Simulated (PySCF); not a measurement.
From one molecule to another.

First species: C4H9F3Si2.
SMILES: `C[Si@H]1C[Si@@H](C(F)(F)F)C1`

Second species: C5H4F3N3.
SMILES: `Cc1nncc(C(F)(F)F)n1`

Levels: PBE0/pcSseg-1 for dipole moment, HOMO energy, LUMO energy and HOMO–LUMO gap; GFN2-xTB for rotational constant A and rotational constant C. Geometries: GFN2-xTB. All species are isolated and taken at one optimised geometry, non-relativistic unless stated. Electronic properties by PySCF.

The conformers computed, where there is a choice (atom-mapped SMILES and torsion angles):
- `[CH3:1][Si@H:2]1[CH2:3][Si@@H:4]([C:5]([F:6])([F:7])[F:8])[CH2:9]1`: C3–Si4–C5–F6 168°
- `[CH3:1][c:2]1[n:3][n:4][cH:5][c:6]([C:7]([F:8])([F:9])[F:10])[n:11]1`: C5–C6–C7–F8 -88°

```csv
property,column X,column Y
dipole moment,2.74 D,0.89 D
HOMO energy,-8.14 eV,-7.28 eV
LUMO energy,-0.01 eV,-2.65 eV
HOMO–LUMO gap,8.13 eV,4.63 eV
rotational constant A,1.918 GHz,2.201 GHz
rotational constant C,0.703 GHz,0.642 GHz
```

Problem. Which column belongs to which species?

Solution. Column X is the first species and column Y the second. The first has 18 atoms and 88 electrons, the second 15 and 82.

Problem. How does each property change from the first species to the second?

Solution. dipole moment -1.85 D; HOMO energy +0.86 eV; LUMO energy -2.64 eV; HOMO–LUMO gap -3.50 eV; rotational constant A +0.283 GHz; rotational constant C -0.061 GHz.

On the first: The dipole equals about 9.1 × 10⁻³⁰ C·m (1 D = 3.33564 × 10⁻³⁰ C·m).

On the second: In atomic units the dipole is 0.35 e·bohr (1 au = 2.5417 D). A dipole of 0.89 D is allowed in C1, and pure rotational transitions are dipole-allowed.
